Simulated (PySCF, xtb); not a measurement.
C3H7ClOSi, SMILES C=C(Cl)[Si@@H](C)O.

xtb with GFN2-xTB at its own geometry gives an orbital gap of 4.27 eV and a dipole moment of 2.06 D.

The structure is a stationary point at TPSSh-D3(BJ)/def2-SVP. The structure was generated by enumeration; whether it is a known compound was not checked. One conformer was computed; it need not be the lowest.

### Question
What does PySCF with PBE/def2-TZVP give? (The exact figures need the calculation; the answer reports its results.)

### Answer
gap 4.75 eV (levels -6.37 and -1.62 eV), dipole 1.27 D.
